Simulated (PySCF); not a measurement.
Compound: CH₃FOSi (triplet state).
Cartesian coordinates in Å at the GFN2-xTB level; atoms count from 1:
```
atom  x, y, z in Å
C1    -0.9149   -0.0977    0.0561
O2     0.1506    0.6014    0.6731
Si3    1.6796    0.7937    0.1502
F4     2.6800   -0.4642    0.5252
H5    -1.7840    0.5608    0.0436
H6    -1.1313   -0.9823    0.6575
H7    -0.6767   -0.4068   -0.9618
```

Computed geometry: GFN2-xTB, gas phase. This method treats the open shell by occupation alone, without spin polarisation.

Masses are those of the commonest isotopes; rigid-rotor values at the optimised geometry. The values belong to one conformer with, in the numbering `[CH3:1][O:2][Si:3][F:4]`, C1–O2–Si3–F4 -84°.

(1) Give the principal moments of inertia and the rotational constants in GHz.

(2) Classify the top.

(3) What does the inertial defect say?

(4) Give the other two planar moments, Paa and Pbb, and the rms extents of the mass along the axes.

(5) List the rotational levels J(Ka,Kc) to J = 2 (MHz).

(6) Estimate the classical rotational partition function at 50 K, 200 K and 298.15 K.

Results:

(1) Ia = 28.97, Ib = 143.06, Ic = 160.46 u·Å²; 505379 MHz·u·Å²/I gives 17445, 3533 and 3150 MHz, that is A = 17.445, B = 3.5327, C = 3.1496 GHz.

(2) A near-prolate asymmetric top. Ray's parameter κ = (2B − A − C)/(A − C) = -0.946; −1 is the prolate and +1 the oblate limit.

(3) Not planar: Δ = Ic − Ia − Ib = -11.57 u·Å². For a rigid frame Δ = −2 Σ m c², so Σ m c² = 5.78 u·Å² lies off the ab plane: 1.72 from hydrogen and 4.07 from heavier atoms. The atom farthest from that plane is 1.26 Å away.

(4) Paa = Σ m a² = (Ib + Ic − Ia)/2 = 137.27 and Pbb = Σ m b² = (Ia + Ic − Ib)/2 = 23.19 u·Å². With the mass M = 77.99 u, the rms extents √(P/M) along a, b and c are 1.33, 0.55, 0.27 Å.

(5) Above 0(0,0):
J = 1: 1(0,1) 6682, 1(1,1) 20594, 1(1,0) 20978
J = 2: 2(0,2) 20039, 2(1,2) 33576, 2(1,1) 34725, 2(2,1) 76462, 2(2,0) 76469

(6) Point group C1, symmetry number σ = 1; q = (√π/σ)·√((kT/h)³/(ABC)), k/h = 20836.6 MHz/K: 4280 at 50 K, 34200 at 200 K, 62300 at 298.15 K.

For this open shell read J as N, the rotation without spin; fine and hyperfine splittings come on top. Whether it is a minimum is left open (no frequencies). This triplet need not be the ground state; the singlet was not compared here. No vibrational averaging or centrifugal distortion is included, and the geometry carries the error of its method.
